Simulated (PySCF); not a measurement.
BrHSSi, SMILES S[Si]Br (connectivity only; charge and spin as stated), neutral, multiplicity 1.

Geometry optimised at B3LYP-D3(BJ)/def2-TZVP. One conformer was computed; it need not be the lowest.

These are TDDFT-CAM-B3LYP/def2-SVPD run with PySCF 2.14.0 values and carry that method's errors.

Vertical excitations. Isolated molecule, no solvent. State labels are in the subgroup Cs.

Computed excitation energies, oscillator strengths and character:
```csv
state,symmetry,energy (eV),λ (nm),f,main pairs
S1,A",3.50,354,0.013,HOMO→LUMO 100 %
S2,A',4.84,256,0.047,HOMO−1→LUMO 92 %
S3,A",5.05,245,0.003,HOMO−2→LUMO 99 %
S4,A',5.70,217,0.054,"HOMO→LUMO+1 46 %, HOMO−3→LUMO 36 %"
S5,A',5.96,208,0.142,"HOMO−3→LUMO 52 %, HOMO→LUMO+1 38 %"
S6,A",6.22,199,0.000,HOMO−4→LUMO 96 %
S7,A',6.39,194,0.005,"HOMO→LUMO+2 50 %, HOMO→LUMO+3 41 %"
S8,A",6.52,190,0.015,HOMO−1→LUMO+1 89 %
S9,A',6.61,188,0.291,"HOMO→LUMO+3 43 %, HOMO→LUMO+2 33 %"
S10,A",6.74,184,0.000,"HOMO−1→LUMO+3 53 %, HOMO−1→LUMO+2 23 %"
T1,A",2.29,541,0,HOMO→LUMO 95 %
T2,A',3.92,316,0,HOMO−1→LUMO 94 %
T3,A',4.58,271,0,HOMO→LUMO+1 83 %
T4,A",4.83,257,0,HOMO−2→LUMO 95 %
```
Triplets are in the Tamm–Dancoff approximation, which puts them higher than full response would, so one can lie above its singlet here.
